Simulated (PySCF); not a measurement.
Compound: [InBr4]- (charge -1).
Geometry (PBE0-D3(BJ)/def2-SVP, Å), atoms numbered from 1 in this order:
```
atom  x, y, z in Å
In1    0.014   -0.015    0.023
Br2   -0.154   -0.082    2.559
Br3    2.443   -0.023   -0.708
Br4   -1.105    2.045   -0.943
Br5   -1.124   -2.037   -0.993
```

Method: PBE0-D3(BJ)/def2-SVP geometry optimisation, gas phase, def2 core potentials past Kr in PySCF.

Task: Which atoms are bound to In1, and at what distances?

Result: 4 atoms: Br5 2.533 Å, Br4 2.536 Å, Br3 2.536 Å, Br2 2.543 Å.

Task: List the angles at In1.

Result: 
```json
{"angle": "Br2–In1–Br4", "degrees": "111.8", "distance of the outer atoms (Å)": "4.21"}
{"angle": "Br2–In1–Br3", "degrees": "110.5", "distance of the outer atoms (Å)": "4.17"}
{"angle": "Br2–In1–Br5", "degrees": "110.5", "distance of the outer atoms (Å)": "4.17"}
{"angle": "Br3–In1–Br4", "degrees": "108.4", "distance of the outer atoms (Å)": "4.11"}
{"angle": "Br3–In1–Br5", "degrees": "108.2", "distance of the outer atoms (Å)": "4.11"}
{"angle": "Br4–In1–Br5", "degrees": "107.3", "distance of the outer atoms (Å)": "4.08"}
```

Task: What is the shape at In1?

Result: Tetrahedral: angles from 107.3° to 111.8°; τ4 = (360° − α − β)/141° = 0.98 with α and β the two widest (0 for a square, 1 for a tetrahedron).

Charge -1, singlet. No frequency check.
